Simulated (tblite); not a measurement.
C8H9NSi.
Numbering: `[CH:1]#[C:2][c:3]1[cH:4][cH:5][c:6]([NH:7][SiH3:8])[cH:9][cH:10]1` (hydrogens: H11 on C1; H12 on C4; H13 on C5; H14 on N7; H15, H16, H17 on Si8; H18 on C9; H19 on C10)

Computed with GFN2-xTB (tblite), gas phase: L-BFGS steps from a force-field or distance-geometry start until the largest atomic force falls under 0.01 eV/Å.

Step 21: E = -716.3122 eV
```
atom  x, y, z in Å  |  force x, y, z in eV/Å
C1      4.5870   -0.1505   -0.2595    0.118  -0.002  -0.017
C2      3.3919   -0.1110   -0.1573   -0.110  -0.011   0.022
C3      1.9864   -0.0736    0.0026    0.010   0.027  -0.034
C4      1.4272   -0.1003    1.2808    0.040  -0.027  -0.072
C5      0.0606   -0.0629    1.4387   -0.002   0.013   0.024
C6     -0.7969    0.0042    0.3354    0.054   0.007  -0.004
N7     -2.1579    0.0673    0.5434    0.044   0.012   0.002
Si8    -3.4963    0.0921   -0.5549    0.064   0.007   0.030
C9     -0.2309    0.0262   -0.9416   -0.053  -0.016   0.061
C10     1.1383   -0.0068   -1.1038   -0.029  -0.027  -0.016
H11     5.6320   -0.1831   -0.3567   -0.041   0.005  -0.010
H12     2.0803   -0.1558    2.1396   -0.033   0.009   0.024
H13    -0.3623   -0.0812    2.4341   -0.020  -0.002   0.019
H14    -2.3844    0.0433    1.5280    0.006  -0.004  -0.021
H15    -3.8133   -1.2526   -1.0497    0.014  -0.001   0.007
H16    -3.2020    0.9645   -1.6897   -0.017   0.045   0.024
H17    -4.5541    0.6238    0.3038   -0.058  -0.028  -0.076
H18    -0.8799    0.0710   -1.8031    0.024  -0.010   0.010
H19     1.5645    0.0125   -2.0975   -0.011   0.003   0.026
```

Step 22: E = -716.3134 eV
```
atom  x, y, z in Å  |  force x, y, z in eV/Å
C1      4.5872   -0.1503   -0.2616    0.138  -0.003  -0.017
C2      3.3923   -0.1110   -0.1577   -0.154  -0.008  -0.001
C3      1.9859   -0.0737    0.0003    0.000   0.016  -0.012
C4      1.4284   -0.1016    1.2792    0.019  -0.015  -0.054
C5      0.0623   -0.0639    1.4421   -0.042   0.016  -0.010
C6     -0.7986    0.0030    0.3406    0.060   0.017  -0.035
N7     -2.1596    0.0687    0.5471    0.044   0.010   0.001
Si8    -3.4930    0.0926   -0.5588    0.082   0.006   0.051
C9     -0.2357    0.0250   -0.9386   -0.040  -0.026   0.064
C10     1.1332   -0.0083   -1.1030    0.006  -0.019  -0.022
H11     5.6327   -0.1830   -0.3581   -0.057   0.006  -0.007
H12     2.0812   -0.1551    2.1374   -0.009   0.004   0.038
H13    -0.3587   -0.0808    2.4388   -0.009  -0.004   0.006
H14    -2.3879    0.0489    1.5313    0.001  -0.006  -0.021
H15    -3.8026   -1.2534   -1.0556    0.015   0.008   0.003
H16    -3.1938    0.9703   -1.6891   -0.027   0.034   0.032
H17    -4.5560    0.6186    0.2970   -0.059  -0.026  -0.078
H18    -0.8847    0.0687   -1.8016    0.040  -0.010   0.054
H19     1.5575    0.0123   -2.0970   -0.010   0.000   0.010
```

Step 23: E = -716.3147 eV
```
atom  x, y, z in Å  |  force x, y, z in eV/Å
C1      4.5873   -0.1500   -0.2637    0.081  -0.001  -0.012
C2      3.3921   -0.1112   -0.1582   -0.124  -0.004  -0.033
C3      1.9852   -0.0735   -0.0024   -0.012  -0.003   0.018
C4      1.4296   -0.1033    1.2770   -0.006   0.002  -0.010
C5      0.0639   -0.0647    1.4451   -0.055   0.016  -0.019
C6     -0.7994    0.0022    0.3458    0.037   0.023  -0.054
N7     -2.1603    0.0705    0.5509    0.038   0.008   0.002
Si8    -3.4881    0.0932   -0.5620    0.071   0.005   0.053
C9     -0.2407    0.0234   -0.9349    0.012  -0.032   0.044
C10     1.1280   -0.0102   -1.1023    0.030  -0.008  -0.018
H11     5.6326   -0.1828   -0.3597   -0.050   0.005  -0.005
H12     2.0817   -0.1542    2.1357    0.011  -0.003   0.036
H13    -0.3554   -0.0806    2.4432    0.005  -0.005  -0.012
H14    -2.3906    0.0543    1.5344   -0.005  -0.007  -0.012
H15    -3.7919   -1.2540   -1.0614    0.022   0.022   0.001
H16    -3.1863    0.9770   -1.6880   -0.032   0.020   0.042
H17    -4.5587    0.6128    0.2884   -0.053  -0.024  -0.076
H18    -0.8889    0.0662   -1.7990    0.036  -0.010   0.076
H19     1.5503    0.0120   -2.0963   -0.006  -0.003  -0.021
```

Question: Estimate the geometry and energy of step 24. (The exact step hangs on the optimiser's Hessian estimate; all steps are aligned on step 23, rigid shifts and turns removed.)

Answer: E = -716.3160 eV, largest force 0.085 eV/Å
```
atom  x, y, z in Å  |  force x, y, z in eV/Å
C1      4.5870   -0.1497   -0.2658   -0.027   0.002  -0.002
C2      3.3910   -0.1116   -0.1594   -0.040  -0.001  -0.062
C3      1.9841   -0.0732   -0.0048   -0.021  -0.022   0.040
C4      1.4305   -0.1049    1.2751   -0.032   0.020   0.045
C5      0.0649   -0.0651    1.4478   -0.035   0.013  -0.024
C6     -0.7998    0.0019    0.3500    0.014   0.021  -0.033
N7     -2.1601    0.0724    0.5548    0.020   0.008   0.004
Si8    -3.4820    0.0937   -0.5642    0.034   0.003   0.036
C9     -0.2448    0.0213   -0.9309    0.059  -0.030   0.000
C10     1.1233   -0.0122   -1.1018    0.056   0.002  -0.012
H11     5.6317   -0.1825   -0.3614   -0.030   0.004  -0.006
H12     2.0820   -0.1533    2.1346    0.021  -0.009   0.023
H13    -0.3522   -0.0805    2.4470    0.010  -0.005  -0.021
H14    -2.3926    0.0592    1.5374   -0.007  -0.008   0.000
H15    -3.7815   -1.2541   -1.0668    0.032   0.035   0.000
H16    -3.1800    0.9839   -1.6862   -0.032   0.007   0.050
H17    -4.5624    0.6065    0.2782   -0.042  -0.023  -0.070
H18    -0.8924    0.0635   -1.7950    0.020  -0.011   0.076
H19     1.5434    0.0117   -2.0960    0.000  -0.008  -0.047
```

The energy changes by -0.0013 eV. The first-order estimate −F·Δx gives -0.0017 eV and the mean of the old and new forces, exact on a quadratic surface, -0.0013 eV. The step makes an angle of 76° with the force vector and moves no atom by more than 0.013 Å.

The cost below is that of the whole relaxation. Time: 1.3 s. Hardware: Arm Neoverse N1, one thread, shared host with 64 logical CPUs at a one-minute load of 60.
